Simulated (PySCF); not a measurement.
Al(Cl)(I)(OMe) (CH3AlClIO), SMILES C[O][Al]([I])[Cl]. Atoms are numbered in the order given.

```xyz
8

Al     0.0746    -1.0047     0.0000
Cl     1.8563    -2.1097     0.0000
I      0.0858     1.4663     0.0000
O     -1.3854    -1.8722     0.0000
C     -2.7570    -1.5596     0.0000
H     -3.2484    -1.9954     0.8975
H     -3.2484    -1.9954    -0.8975
H     -2.9542    -0.4629     0.0000
```

Coordinates come from a PBE-D3(BJ)/def2-SVP optimisation. The structure was generated by enumeration; whether it is a known compound was not checked. The def2 effective core potentials stand for the cores of I; spin–orbit coupling is left out. One conformer was computed; it need not be the lowest.

Method: PBE-D3(BJ)/def2-SVP in PySCF.

Frequencies are harmonic and unscaled.

```
mode  ν (cm⁻¹)  IR (km/mol)   moving atoms (share of kinetic energy)
----  --------  -----------  ---------------------------------------
1           71          2.7                   C 49 %, H 22 %, I 14 %
2           85          0.0                                   H 96 %
3           94          1.0  O 37 %, H 23 %, C 19 %, Al 13 %, Cl 8 %
4          114          1.8                 Cl 57 %, I 19 %, Al 10 %
5          199         33.3                          Al 68 %, O 25 %
6          223         13.1                    O 62 %, H 10 %, C 9 %
7          293         20.6  Al 30 %, Cl 30 %, I 17 %, O 13 %, C 8 %
8          556        182.5                         Al 64 %, Cl 28 %
9          742         56.3                  Al 52 %, C 21 %, O 18 %
10        1137         58.6                   H 65 %, C 23 %, O 12 %
11        1143          0.0                           H 77 %, C 19 %
12        1197        264.1                   O 53 %, C 31 %, H 12 %
13        1421          1.2                                   H 97 %
14        1424          1.2                                   H 95 %
15        1428         15.9                            H 90 %, C 8 %
16        2922         87.7                                   H 97 %
17        3003         34.0                            H 90 %, C 9 %
18        3016         27.0                           H 90 %, C 10 %
```
